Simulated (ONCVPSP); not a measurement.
PBE ONCV dataset for tin (Sn), scalar-relativistic all-electron reference.

```json
{"Element": "Sn (Z = 50)", "Generator": "ONCVPSP 4.0.1", "Type": "optimised norm-conserving Vanderbilt (ONCV)", "Functional": "PBE", "Relativity": "scalar-relativistic", "Frozen core": "[Ar] 3d10", "Valence charge": "22", "Reference configuration": "4s2 4p6 4d10 5s2 5p2", "Partial waves": "4s+5s: rc 1.55 bohr, ncon 3, nbas 7, qcut 8.2 1/bohr, 3 projectors, debl 3.6 Ha; 4p+5p: rc 1.30 bohr, ncon 3, nbas 7, qcut 14.3 1/bohr, 2 projectors; 4d: rc 1.30 bohr, ncon 3, nbas 7, qcut 13.5 1/bohr, local", "Local potential": "the d channel", "Core correction": "Teter function fitted to the true core (icmod 2), fcfact 0.2"}
```

Poles of the logarithmic derivatives, all-electron (AE) and pseudo (PS). s: poles at -4.7 (AE) and -4.7 (PS) Ha. p: poles at -2.2 (AE) and -2.2 (PS) Ha. d: poles at 0.8 (AE) and 0.8 (PS) Ha. Test radii: s 1.57, p 1.32, d 1.32 bohr.

* Cutoffs needed: 59 Ha and 70 Ha (the cutoffs (Ha) at which the residual kinetic energy of the hardest occupied pseudo-wave falls to 1 and 0.1 mHa per electron)
* Ghost test: no bound ghost flagged; GHOST(+) flagged for s at 449.1 eV
* Largest excitation error: -50 meV (all-electron minus pseudo) for 4s2 4p5 4d10 5s2 5p2, out of 4 test configurations
* rms error of d²Exc/dni dnj: 4.38 mHa without and 1.55 mHa with the model core
